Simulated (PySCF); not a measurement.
Isomers of C6H7NO.

All values: CAM-B3LYP/def2-SVPD (PySCF) at PBE0-D3(BJ)/def2-SVP geometries, gas phase, one conformer each. Core orbitals are frozen in the response; Δα² is half the sum of the squared differences of the principal polarisabilities.

**Question.** Rank by HOMO–LUMO gap, highest first.
A. `[OH:1][NH:2][c:3]1[cH:4][cH:5][cH:6][cH:7][cH:8]1` with H–O1–N2–C3 -117°, O1–N2–C3–C4 24°
B. 2-methylpyridine-N-oxide, `Cc1cccc[n+]1[O-]`
C. `[CH3:1][O:2][c:3]1[cH:4][cH:5][cH:6][n:7][cH:8]1` with C1–O2–C3–C4 -179°
D. `[CH3:1][C:2](=[O:3])[CH2:4]/[CH:5]=[CH:6]\[C:7]#[N:8]` with C1–C2–C4–C5 -165°, C2–C4–C5–C6 147°
E. `[CH3:1][O:2][c:3]1[cH:4][cH:5][n:6][cH:7][cH:8]1` with C1–O2–C3–C4 179°

**Answer.** E (9.09 eV), D (8.71 eV), C (8.31 eV), A (8.18 eV), B (7.37 eV).

**Question.** Rank by dipole moment, highest first.
A. `[OH:1][NH:2][c:3]1[cH:4][cH:5][cH:6][cH:7][cH:8]1` with H–O1–N2–C3 -117°, O1–N2–C3–C4 24°
B. 2-methylpyridine-N-oxide, `Cc1cccc[n+]1[O-]`
C. `[CH3:1][O:2][c:3]1[cH:4][cH:5][n:6][cH:7][cH:8]1` with C1–O2–C3–C4 179°
D. `[CH3:1][C:2](=[O:3])[CH2:4]/[CH:5]=[CH:6]\[C:7]#[N:8]` with C1–C2–C4–C5 -165°, C2–C4–C5–C6 147°
E. `[CH3:1][O:2][c:3]1[cH:4][cH:5][cH:6][n:7][cH:8]1` with C1–O2–C3–C4 -179°

**Answer.** B (3.86 D), C (3.28 D), D (2.36 D), E (1.84 D), A (1.12 D).

All values together:

```tsv
SMILES	μ (D)	HOMO (eV)	LUMO (eV)	α (Å³)	Δα (Å³)	ΔSCF removal energy (eV)
Cc1cccc[n+]1[O-]	3.86	-7.54	-0.18	12.53	7.95	8.15
COc1cccnc1	1.84	-8.05	0.26	11.92	7.37	8.78
COc1ccncc1	3.28	-8.51	0.58	11.85	6.83	9.21
ONc1ccccc1	1.12	-7.35	0.84	12.34	7.69	8.06
CC(=O)C/C=C\C#N	2.36	-9.21	-0.50	11.77	6.19	–
```

Conformers: `[CH3:1][O:2][c:3]1[cH:4][cH:5][cH:6][n:7][cH:8]1` with C1–O2–C3–C4 -179°; `[CH3:1][O:2][c:3]1[cH:4][cH:5][n:6][cH:7][cH:8]1` with C1–O2–C3–C4 179°; `[OH:1][NH:2][c:3]1[cH:4][cH:5][cH:6][cH:7][cH:8]1` with H–O1–N2–C3 -117°, O1–N2–C3–C4 24°; `[CH3:1][C:2](=[O:3])[CH2:4]/[CH:5]=[CH:6]\[C:7]#[N:8]` with C1–C2–C4–C5 -165°, C2–C4–C5–C6 147°.

A dash marks a removal energy that wasn't run or isn't settled.
